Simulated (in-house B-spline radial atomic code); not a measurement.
Ionisation energies along the 5-electron series, configuration 1s2 2s2 2p1/2(1), as differences of self-consistent energies. Dirac energy differences include first-order Breit, QED and recoil terms. NIST's values go from ground level to ground level; the uncertainty of those that are theory runs from under 0.1 % in few-electron ions to several per cent in heavy many-electron ones. Computed with a B-spline radial code for spherical atoms: Dirac-Hartree-Fock, jj configuration that fills j = l - 1/2 first, finite nuclei.

| ion | configuration after | ionisation energy (eV) | IE/(q+1)² (eV) | -ε less Coulomb ΔSCF (eV) | Breit and QED recoil part (eV) | tabulated value (eV) | computed minus tabulated (eV) |
| --- | --- | --- | --- | --- | --- | --- | --- |
| Ba51+ | [He] 2s2 | 10022.7 | 3.7066 | 0.82602 | -12.898 | 10023 | 0 |
| La52+ | [He] 2s2 | 10426.5 | 3.7118 | 0.83218 | -13.7 | 10426 | 0 |
| Ce53+ | [He] 2s2 | 10839.6 | 3.7173 | 0.83854 | -14.54 | 10840 | 0 |
| Pr54+ | [He] 2s2 | 11262.1 | 3.723 | 0.84509 | -15.418 | 11262 | 0 |
| Nd55+ | [He] 2s2 | ? | ? | ? | ? | ? | ? |
| Pm56+ | [He] 2s2 | ? | ? | ? | ? | ? | ? |
| Sm57+ | [He] 2s2 | 12587.5 | 3.7418 | 0.86597 | -18.296 | 12588 | 0 |
| Eu58+ | [He] 2s2 | 13049.1 | 3.7487 | 0.87336 | -19.343 | 13050 | -1 |
| Gd59+ | [He] 2s2 | 13520.7 | 3.7558 | 0.88099 | -20.435 | 13521 | 0 |
| Tb60+ | [He] 2s2 | ? | ? | ? | ? | ? | ? |
| Dy61+ | [He] 2s2 | 14495.0 | 3.7708 | 0.89698 | -22.764 | 14495 | 0 |
| Ho62+ | [He] 2s2 | 14997.9 | 3.7788 | 0.90535 | -24.005 | 14998 | 0 |
| Er63+ | [He] 2s2 | 15511.5 | 3.787 | 0.914 | -25.299 | 15511 | 0 |
| Tm64+ | [He] 2s2 | 16036.0 | 3.7955 | 0.92292 | -26.648 | 16036 | 0 |

Task: Fill in the row of Nd55+.

Result: ionisation energy (eV): 11694.1; IE/(q+1)² (eV): 3.729; -ε less Coulomb ΔSCF (eV): 0.85183; Breit and QED recoil part (eV): -16.336; tabulated value (eV): 11694; computed minus tabulated (eV): 0.

Task: Fill in the row of Pm56+.

Result: ionisation energy (eV): 12135.9; IE/(q+1)² (eV): 3.7353; -ε less Coulomb ΔSCF (eV): 0.85879; Breit and QED recoil part (eV): -17.295; tabulated value (eV): 12136; computed minus tabulated (eV): 0.

Task: Fill in the row of Tb60+.

Result: ionisation energy (eV): 14002.7; IE/(q+1)² (eV): 3.7631; -ε less Coulomb ΔSCF (eV): 0.88886; Breit and QED recoil part (eV): -21.575; tabulated value (eV): 14003; computed minus tabulated (eV): 0.
